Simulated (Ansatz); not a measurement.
In3N3H12⁺, a cluster cut from zinc blende InN (hydrogen-capped). Total charge 1; doublet. Geometry PBE-D4/def2-SVP, that of the neutral singlet; atoms count from 1.

```xyz
18

In   -0.2276    1.7544   -1.4674
In   -1.2247   -1.8999   -0.4163
In    0.4563    0.5074    2.1946
N     1.0872    1.6380    0.3546
N     0.2211   -1.5289    1.2672
N    -0.3786   -0.4463   -1.9109
H     0.7999    2.4007   -2.7272
H    -1.7941    2.2618   -0.9209
H    -0.8038   -3.4812   -1.0347
H    -2.7553   -1.2596    0.0907
H     1.9006    0.3950    3.1752
H    -1.1384    1.0594    2.5975
H     2.0362    1.3444    0.0774
H     1.2179    2.6147    0.6627
H     1.1486   -1.9025    1.0146
H    -0.0864   -2.1471    2.0349
H     0.5309   -0.7926   -2.2523
H    -0.9899   -0.5180   -2.7398
```

In the def2 sets In takes a core potential; there is no spin–orbit coupling.

**Question.** Estimate the Mulliken populations from the PBE0/def2-TZVP orbitals of Ansatz.

**Answer.** 
```csv
atom,charge (e),spin (α − β)
In1,0.57,0.01
In2,0.57,0.02
In3,0.57,0.02
N4,-0.80,0.15
N5,-0.86,0.00
N6,-0.80,0.15
H7,0.06,0.30
H8,-0.01,-0.01
H9,0.00,0.16
H10,-0.03,0.03
H11,0.00,0.16
H12,-0.03,0.03
H13,0.29,0.00
H14,0.30,0.00
H15,0.28,0.00
H16,0.29,0.00
H17,0.29,0.00
H18,0.30,0.00
```
Mulliken values and Mayer orders depend strongly on the basis.

**Question.** Where does the spin sit?

**Answer.** Summed by element: In 0.05, N 0.30, H 0.66, of 1 unpaired in all. Largest on single atoms: H7 0.30, H9 0.16, H11 0.16.

**Question.** And the Mayer bond orders between bonded heavy atoms (over 0.3)?

**Answer.** In1–N4 0.54 (2.25 Å); In1–N6 0.54 (2.25 Å); In2–N5 0.53 (2.25 Å); In2–N6 0.47 (2.25 Å); In3–N4 0.47 (2.25 Å); In3–N5 0.53 (2.25 Å).
